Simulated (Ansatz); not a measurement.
ScCl3, relaxed as a singlet with RKS B3LYP-D4/def2-SVP in Ansatz, starting from the GFN2-xTB geometry. Force threshold 0.02 eV/Å.

Start:

Cartesian coordinates in Å:
```
Sc -0.4118 0.0619 0.1286
Cl -0.5064 -1.6638 -1.3106
Cl 0.7249 -0.4009 2.0136
Cl 0.1933 2.0028 -0.8316
```

Estimate the energy that the relaxation releases and the steps that it takes.

10.7 kJ/mol, in 5 steps; 7.5 s on 2 threads of Intel Xeon 6975P-C on a shared host. The force fell under the threshold at step 4, but the optimiser went on. No frequencies were taken in this run, so the end may be a saddle point.

Does the start keep its bonding and symmetry?

By distances, no bond broke or formed. The bond that changes most is Sc1–Cl4, from 2.25 to 2.27 Å (atoms count from 1). Point group C3v at the start, D3h at the end, both within 0.05 Å.

Predict the relaxed structure.


```xyz
4

Sc    0.006   -0.001   -0.002
Cl   -0.675   -1.717   -1.325
Cl    0.612   -0.397    2.150
Cl    0.057    2.115   -0.824
```
Bond lengths: 3 × Cl–Sc 2.27 Å.
